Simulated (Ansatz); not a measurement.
`Cl[BH][SbH2]` + CH₃NH₂ → `CNBCl` + stibine at 500 K and 1 bar (cleavage of the B–Sb bond).

Calculated with Ansatz (gas phase, PBE0-D4/def2-TZVP geometries, no zero-point term in ΔE). CCSD(T)/CBS is the MP2 limit (def2-TZVPP, def2-QZVPP) plus CCSD(T) − MP2 in def2-TZVPP, frozen cores. def2 core potentials past Kr. For Sb outer-core shells are correlated without core-valence functions, which leaves a few kJ/mol of doubt a bond. Each species was taken in one conformer, which may not be the lowest.

```tsv
species	CCSD(T)/CBS energy (Eh)	H − E (kJ/mol)	S (J/(mol·K))
`Cl[BH][SbH2]`	-726.39723	103.8	360.8
CH₃NH₂	-95.75281	191.8	270.3
`CNBCl`	-580.41629	218.4	350.1
`[SbH3]`	-241.78682	70.2	256.6
```

H − E and S are ideal-gas, rigid-rotor, harmonic terms from PBE0-D4/def2-TZVP, for one conformer and one mirror image of each species. 1 Eh = 2625.50 kJ/mol, R = 8.31446 J/(mol·K).

Task: By hand: ΔE, ΔH, ΔS and ΔG.

Result: ΔE = (-580.41629) + (-241.78682) − (-726.39723) − (-95.75281) = -0.05307 Eh = -139.3 kJ/mol. Δ(H − E) = 218.4 + 70.2 − 103.8 − 191.8 = -7.0, so ΔH = -146.3 kJ/mol. ΔS = 350.1 + 256.6 − 360.8 − 270.3 = -24.4 J/(mol·K). ΔG = -146.3 − 500 × (-24.4)/1000 = -134.1 kJ/mol.

Task: By hand: the equilibrium constant, and the temperature at which ΔG would vanish if ΔH and ΔS stayed fixed.

Result: log₁₀ K = −ΔG/(RT ln 10) = 14.0. ΔG = 0 at ΔH/ΔS = 5996 K, far beyond where these terms or the molecules hold.

ΔH outweighs TΔS. A doubt of 5 kJ/mol in ΔE shifts log₁₀ K by 0.5 here. Other conformers and mirror images would add mixing entropy, several J/(mol·K) or more a flexible species. These are equilibria of isolated gas molecules and say nothing of rates. Largest T1 diagnostic: 0.015 (customary marks: 0.02 for closed shells, 0.045 for open ones).
